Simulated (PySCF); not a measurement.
Ionisation energy of Ti¹⁷⁺ by level of theory

Ti¹⁷⁺ [He] 2s2 2p1 (2P) → Ti¹⁸⁺ [He] 2s2 (1S), as a difference of total energies. All numbers are calculated (PySCF 2.14, the non-relativistic Hamiltonian (point nucleus), in an even-tempered Gaussian basis (18 s from 2.7 bohr⁻², ratio 2.2; 11 p from 3.5 bohr⁻², ratio 2.2; 6 d from 16 bohr⁻², ratio 2.4; 5 f from 24 bohr⁻², ratio 2.4; 5 g from 36 bohr⁻², ratio 2.4)). Correlated levels: nothing frozen; virtual orbitals above 40 to 60 times the deepest correlated orbital energy dropped. The calculations carry no spin-orbit coupling.

```json
{"method": "UHF", "ionisation energy (eV)": "1214.3"}
{"method": "LDA", "ionisation energy (eV)": "1213.0"}
{"method": "PBE", "ionisation energy (eV)": "1215.2"}
{"method": "PBE0", "ionisation energy (eV)": "1215.2"}
{"method": "r2SCAN", "ionisation energy (eV)": "1216.1"}
{"method": "TPSS", "ionisation energy (eV)": "1216.0"}
{"method": "PW91", "ionisation energy (eV)": "1215.8"}
{"method": "MP2 (all electrons)", "ionisation energy (eV)": "1213.9"}
{"method": "SCS-MP2 (all electrons)", "ionisation energy (eV)": "1213.7"}
```

A first-order spin-orbit estimate (lowest level to lowest level, LS coupling) adds 4.565 eV.

These non-relativistic numbers lack the scalar-relativistic shift.

For comparison: 1220.3 ± 0.5 eV (semi-empirical (NIST evaluation); NIST Atomic Spectra Database, ionization energies).
